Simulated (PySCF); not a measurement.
Two species compared at the same levels of theory.

First species: C₉H₉F.
InChI=1S/C9H9F/c1-7(8(2)10)3-4-9-5-6-9/h9H,1-2,5-6H2

Second species: C4H11NOSi.
Geometry (GFN2-xTB, Å), atoms numbered from 1 in this order:
```xyz
18
C4H11NOSi angstrom
C     -2.047    1.205   -0.434
C     -1.195   -0.061   -0.444
C     -1.715   -1.092    0.550
O      0.125    0.310   -0.140
Si     1.485   -0.551   -0.103
C      2.766    0.800    0.256
N      4.005    0.648    0.414
H     -1.631    1.936   -1.123
H     -2.054    1.635    0.564
H     -3.066    0.976   -0.732
H     -1.204   -0.500   -1.453
H     -2.755   -1.325    0.338
H     -1.128   -2.004    0.485
H     -1.636   -0.698    1.560
H      1.517   -1.571    0.954
H      1.770   -1.216   -1.381
H      2.426    1.832    0.341
H      4.327   -0.317    0.336
```

Levels: PBE0/pcSseg-1 for dipole moment, HOMO energy, LUMO energy and HOMO–LUMO gap; GFN2-xTB for rotational constant A and rotational constant C. Geometries: GFN2-xTB. Each species is one conformer at its optimised geometry, gas phase, non-relativistic unless stated. Electronic properties by PySCF.

Dipoles, sizes and rotational constants follow the conformer. The torsions of the flexible species, by atom-mapped SMILES:
- `[CH2:1]=[C:2]([F:3])[C:4](=[CH2:5])[C:6]#[C:7][CH:8]1[CH2:9][CH2:10]1`: C1–C2–C4–C5 180°
- `[H]/[N:7]=[CH:6]\[SiH2:5][O:4][CH:2]([CH3:1])[CH3:3]`: C1–C2–O4–Si5 -175°, C2–O4–Si5–C6 175°, O4–Si5–C6–N7 178°

Values for the first species:

```
Dipole moment         : 2.54 D
HOMO energy           : -6.63 eV
LUMO energy           : -1.31 eV
HOMO–LUMO gap         : 5.32 eV
Rotational constant A : 3.087 GHz
Rotational constant C : 0.521 GHz
```

Q: Estimate the same properties for the second species, and the change in each.

A: 
| property | first | second | second less first |
| --- | --- | --- | --- |
| dipole moment | 2.54 D | 3.30 D | +0.76 D |
| HOMO energy | -6.63 eV | -6.90 eV | -0.27 eV |
| LUMO energy | -1.31 eV | -0.64 eV | +0.67 eV |
| HOMO–LUMO gap | 5.32 eV | 6.26 eV | +0.94 eV |
| rotational constant A | 3.087 GHz | 5.353 GHz | +2.266 GHz |
| rotational constant C | 0.521 GHz | 0.871 GHz | +0.350 GHz |

On the first: A dipole of 2.54 D is allowed in Cs, and pure rotational transitions are dipole-allowed. In atomic units the dipole is 1.00 e·bohr (1 au = 2.5417 D).

On the second: The dipole matches unit charges of opposite sign 0.69 Å apart (1 e·Å = 4.8032 D). A dipole of 3.30 D is allowed in C1, and pure rotational transitions are dipole-allowed.
